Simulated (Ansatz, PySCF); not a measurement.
System: C₅H₁₁O, net charge 0, doublet state. SMILES: CC[CH][C@H](C)O
Geometry from a B3LYP-D3(BJ)/def2-TZVP (Ansatz, a program for electronic structure) optimisation:
```xyz
17

C     -2.2749    -0.5174    -1.0348
C     -1.6499     0.2154     0.1652
C     -0.3488    -0.3578     0.5989
C      0.9318     0.3768     0.4436
C      1.3561     0.5254    -1.0247
O      1.9280    -0.3247     1.1907
H     -2.4311    -1.5727    -0.8041
H     -3.2412    -0.0818    -1.2984
H     -1.6245    -0.4621    -1.9093
H     -2.3667     0.1797     0.9959
H     -1.5273     1.2744    -0.0822
H     -0.2982    -1.3776     0.9602
H      0.8093     1.3924     0.8581
H      2.2837     1.1009    -1.1007
H      0.5917     1.0515    -1.5990
H      1.5136    -0.4583    -1.4686
H      2.7796     0.0966     1.0332
```
Charge 0, spin multiplicity 2.

Wanted: size of the dipole moment, in D. Terms: 6-31G* and kin with 6d, 5d where marked; 6-311+G** with 5d; no dispersion term unless named; UHF or UKS for open shells; non-relativistic; spin-orbit terms left out. First-principles rows: single points at B3LYP-D3(BJ) geometries (Ansatz).

```json
[
 {"level": "PBE/3-21G", "program": "Ansatz", "size of the dipole moment (D)": "1.62"},
 {"level": "PBE/6-31G*", "program": "Ansatz", "size of the dipole moment (D)": "1.52"},
 {"level": "PBE/def2-SVP", "program": "Ansatz", "size of the dipole moment (D)": "1.53"},
 {"level": "PBE/6-311+G**", "program": "Ansatz", "size of the dipole moment (D)": "1.77"},
 {"level": "B3LYP/6-31G**", "program": "Ansatz", "size of the dipole moment (D)": "1.57"},
 {"level": "B3LYP/cc-pVDZ", "program": "Ansatz", "size of the dipole moment (D)": "1.50"},
 {"level": "B3LYP/6-311+G**", "program": "Ansatz", "size of the dipole moment (D)": "1.84"},
 {"level": "M06-2X/6-31G* (5d)", "program": "PySCF", "size of the dipole moment (D)": "1.61"},
 {"level": "B3PW91/6-31G* (5d)", "program": "PySCF", "size of the dipole moment (D)": "1.60"}
]
```

No value to compare with is used here. The 9 habitual levels span 1.50 (B3LYP/cc-pVDZ) to 1.84 D (B3LYP/6-311+G**).

The levels are drawn from those run, B3LYP/6-31G* more often than the rest, none by its result; left out are runs that failed, that the program found above a lower state of the same kind, or whose <S^2> lies over 0.5 above the pure value.
